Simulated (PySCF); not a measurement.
Predicted microwave data (PBE0/pcSseg-1 in PySCF (dipole) on a GFN2-xTB geometry, gas phase) for one isomer of C3H14OSSi3:

| Quantity | Value |
| --- | --- |
| Rotational constants | A = 1361, B = 485.6, C = 465.7 MHz |
| Dipole components | \|μa\| = 0.15 D, \|μb\| = 0.23 D, \|μc\| = 0.26 D |
| Inertial defect | -326.90 u·Å² |
| κ | -0.96 |

Problem. Which candidate fits, each taken in the one conformer that was computed?
A. `[CH3:1][Si@H:2]([SiH3:3])[CH2:4][O:5][CH2:6][S:7][SiH3:8]` with C1–Si2–C4–O5 59°, Si2–C4–O5–C6 178°, C4–O5–C6–S7 -74°, O5–C6–S7–Si8 -61°
B. `[CH3:1][CH2:2][CH2:3][SiH2:4][Si@@H:5]([OH:6])[S:7][SiH3:8]` with C1–C2–C3–Si4 -179°, C2–C3–Si4–Si5 66°, C3–Si4–Si5–O6 -58°, Si4–Si5–O6–H 156°, Si4–Si5–S7–Si8 69°

Solution. B. It is CCC[SiH2][Si@@H](O)S[SiH3], a near-prolate asymmetric top, point group C1. The candidates at the same level (rigid rotor, commonest isotopes):

```csv
SMILES,A (MHz),B (MHz),C (MHz),μa (D),μb (D),μc (D),Δ (u·Å²),point group,rotor
C[Si@H]([SiH3])COCS[SiH3],1385,536.6,434.6,0.81,0.79,0.78,-143.83,C1,asymmetric top
CCC[SiH2][Si@@H](O)S[SiH3],1361,485.6,465.7,0.15,0.23,0.26,-326.90,C1,near-prolate asymmetric top
```

`C[Si@H]([SiH3])COCS[SiH3]` has B 11 % too high. No structure here is proved a minimum.
